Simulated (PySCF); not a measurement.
Ionising SbH

PBE0; PySCF, scalar-relativistic core potentials, basis sets Sb aug-cc-pVDZ-PP with ECP28, H aug-cc-pVDZ. Neutral (UKS): triplet (π ↑↑), Re = 1.724 Å, ωe = 1924 cm⁻¹, De = 2.53 eV, HOMO -6.45 eV, LUMO -2.86 eV.

SbH⁻ (UKS): doublet (π ↑), Re = 1.740 Å, ωe = 1817 cm⁻¹. The energies at the minima are -240.81174 hartree for SbH and -240.85049 for SbH⁻.

Work out the adiabatic electron affinity, without and with harmonic zero-point energies (1 hartree = 27.2114 eV, 1 eV = 8065.5 cm⁻¹), and the change of the bond length.

At PBE0: 0.03875 hartree = 1.054 eV between the minima; the zero-point term (1924.0 − 1817.0)/2 cm⁻¹ = +0.007 eV makes it 1.061 eV. Re changes by +1.6 pm against the neutral. The electron enters a π orbital, which is non-bonding in a hydride.

These are scalar-relativistic numbers at best; spin–orbit coupling would shift them, the dissociation energy most. The highest Kohn–Sham level is positive in this anion. Much of that is self-interaction error, but it also means that the finite basis helps to hold the extra electron. States were picked by a PBE0 search and need not be the measured ground states.
